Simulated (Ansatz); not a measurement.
Si₄Au₃⁻ (the lowest singlet isomer of a short search). Total charge -1; singlet. Geometry r2SCAN-D4/def2-SVPD, basis def2-TZVPD, Ansatz.

```xyz
7

Au   -1.816    1.058   -0.567
Au    1.371    1.537   -0.693
Au   -0.006    0.657    2.071
Si   -0.074   -0.014   -1.859
Si   -1.415   -0.872    0.835
Si    0.266   -1.948   -0.488
Si    1.673   -0.418    0.700
```

| run | HOMO (eV) | LUMO (eV) |
| --- | --- | --- |
| A | -2.11 | 1.60 |
| B | -3.71 | 2.84 |
| C | -1.40 | 1.03 |
| D | -3.00 | 2.28 |
| E | -1.53 | 1.16 |

In the def2 sets Au takes a core potential; there is no spin–orbit coupling. The structure comes from a short search, and lower isomers may exist.

The runs used CAM-B3LYP, PBE, PBE0, r2SCAN, ωB97M-V. Estimate which is which.

A PBE0 (25 % exact exchange); B ωB97M-V (range-separated); C PBE (0 % exact exchange); D CAM-B3LYP (range-separated); E r2SCAN (0 % exact exchange). Exact exchange lowers occupied and raises empty levels; among semilocal functionals meta-GGAs tend to open the gap a little, and such runs are hard to tell apart. The gap grows from 2.43 eV (PBE) to 6.55 eV (ωB97M-V).
